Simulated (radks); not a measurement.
Question: These are the eigenvalues of the occupied orbitals of an atom or ion with whole-number occupations (eV). All-electron calculation, scalar-relativistic Kohn-Sham, PBE, spin-polarised, spherical densities, finite nucleus; Fermi nuclear charge, rms radius of each element as measured or else 0.836 A^(1/3) + 0.57 fm. Program: a radial shooting solver on a logarithmic mesh with Libxc functionals.

1s up: -5953.657
1s down: -5952.751
2s up: -737.0657
2s down: -734.4481
2p up: -631.0129
2p down: -628.4875
3s up: -138.3948
3s down: -129.9985
3p up: -108.7452
3p down: -100.5913
3d up: -62.3814
4d up: -20.5263

Which element is it, and in what charge state? The configuration may be excited. Open shells, if any, are filled with parallel spins first.

Answer: Z = 24, chromium, charge +3: Cr3+ in [Ne] 3s2 3p4 3d3 4d2. The list shows which subshells hold electrons but not how many an open one holds; the 1s level, -218.79 hartree, gives Z - s = 20.9 by -(Z - s)^2/2, which with screening and relativity narrows Z to a few neighbours, and the depths of the outer levels then fix element, charge and occupations together.
